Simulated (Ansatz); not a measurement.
CaO₂H₂, relaxed as a singlet with RKS PBE0-D4/def2-TZVP in Ansatz, starting from the GFN2-xTB geometry. Force threshold 0.02 eV/Å.

The structure comes from a short search, and lower isomers may exist.

Start:

```xyz
5

Ca    0.1594   -0.2094    0.5716
O     0.8745    1.4711   -0.0938
O    -1.0956   -1.2109   -0.5247
H    -1.4242   -2.0886   -0.3293
H     1.4859    2.0378    0.3762
```

```json
{"step": "1", "energy (eV)": "-22559.3379", "largest force component (eV/Å)": "1.700", "SCF passes": "16"}
{"step": "2", "energy (eV)": "-22559.6595", "largest force component (eV/Å)": "0.795", "SCF passes": "19"}
{"step": "3", "energy (eV)": "-22559.9437", "largest force component (eV/Å)": "0.918", "SCF passes": "24"}
{"step": "4", "energy (eV)": "-22560.0811", "largest force component (eV/Å)": "1.611", "SCF passes": "24"}
{"step": "5", "energy (eV)": "-22560.1765", "largest force component (eV/Å)": "0.109", "SCF passes": "20"}
{"step": "6", "energy (eV)": "-22560.1770", "largest force component (eV/Å)": "0.009", "SCF passes": "19"}
```

Force components are those of the run's own axes.

End:

```xyz
5

Ca    0.049   -0.068    0.193
O     1.165    1.622    0.287
O    -1.158   -1.632   -0.258
H    -1.733   -2.348   -0.511
H     1.676    2.425    0.290
```

By distances, no bond broke or formed. The bond that changes most is Ca1–O2, from 1.94 to 2.03 Å (atoms count from 1).

No frequencies were taken in this run, so the end may be a saddle point.

Hardware: 4 threads of Intel Xeon 6975P-C on a shared host. Wall time 2.1 s.
